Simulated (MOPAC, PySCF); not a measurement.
C$_{4}$H$_{3}$N, SMILES `C=C=CC#N`, neutral singlet in the gas phase. 

Cartesian coordinates (Å):
SMILES: C=C=CC#N
```xyz
8

C     -1.6859     0.1370     0.0069
C     -0.4348    -0.1877     0.0260
C      0.8286    -0.5301     0.0464
C      1.8776     0.4227    -0.0693
N      2.7503     1.1690    -0.1605
H     -2.2149     0.3784     0.9233
H     -2.2370     0.1830    -0.9270
H      1.1161    -1.5723     0.1542
```
Charge 0, spin multiplicity 1.

All levels are single points at this geometry (PBE0-D3(BJ)/def2-TZVP); Pople sets use spherical d functions. Orbital energies aren't observables, and empty levels follow the basis.

PM6 in MOPAC gives gap (eV) = 10.59.

Q: Estimate the gap (eV) from each of these levels: PBE-D3(BJ)/def2-TZVP in PySCF; ωB97X-D3(BJ)/def2-TZVP in PySCF; B3LYP/6-311+G** in PySCF; BP86/6-31G* in PySCF; HF/3-21G in PySCF; HF/6-31G* in PySCF; HF/STO-3G in PySCF; AM1 in MOPAC.

A: 
```json
[
 {"level": "PBE-D3(BJ)/def2-TZVP in PySCF", "gap (eV)": "4.73"},
 {"level": "ωB97X-D3(BJ)/def2-TZVP in PySCF", "gap (eV)": "11.28"},
 {"level": "B3LYP/6-311+G** in PySCF", "gap (eV)": "6.37"},
 {"level": "BP86/6-31G* in PySCF", "gap (eV)": "4.77"},
 {"level": "HF/3-21G in PySCF", "gap (eV)": "13.42"},
 {"level": "HF/6-31G* in PySCF", "gap (eV)": "13.39"},
 {"level": "HF/STO-3G in PySCF", "gap (eV)": "15.01"},
 {"level": "AM1 in MOPAC", "gap (eV)": "10.49"}
]
```
